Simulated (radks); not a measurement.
Question: Method: scalar-relativistic Kohn-Sham, exchange-only LDA, spin-polarised, spherical densities, finite nucleus; open shells are filled with parallel spins first; Fermi nuclear charge, rms radius of each element as measured or else 0.836 A^(1/3) + 0.57 fm; computed with a radial shooting solver on a logarithmic mesh with Libxc functionals. Response by self-consistent Sternheimer equations with the Hartree and adiabatic exchange-only LDA kernel, the relativistic mass of each level held fixed and spin-orbit coupling left out. Rank O4+, O+, O5+, O6+, O, O3+, O2+ (NIST ground configurations) by static dipole polarisability, largest first.

Answer: O 6.695, O+ 2.780, O2+ 1.795, O3+ 1.362, O4+ 1.184, O5+ 0.9212, O6+ 0.002757 bohr^3.
